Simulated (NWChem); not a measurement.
**Ionisation of silicon dioxide molecule (O$_{2}$Si)**

SMILES: O=[Si]=O
```xyz
3

O      0.0000     0.0000    -1.5184
Si     0.0000     0.0000     0.0000
O      0.0000     0.0000     1.5184
```
Charge 0, spin multiplicity 1.

Program: NWChem. The geometry was optimised at PBE0/def2-SVP, a minimum by its harmonic frequencies.

Basis set: def2-TZVPD. −ε marks an orbital energy of the parent.

B3LYP has NWChem's definition, with VWN1-RPA local correlation.

Task: One of these methods gave a first vertical ionisation energy of 12.43 eV. Which?
A. −ε(HOMO) of B3LYP
B. −ε(HOMO) of r2SCAN
C. −ε(HOMO) of M06-2X
D. evGW0@PBE0

Result: D, evGW0@PBE0. The others give 8.76 (−ε(HOMO) of r2SCAN), 9.71 (−ε(HOMO) of B3LYP), 11.57 (−ε(HOMO) of M06-2X).
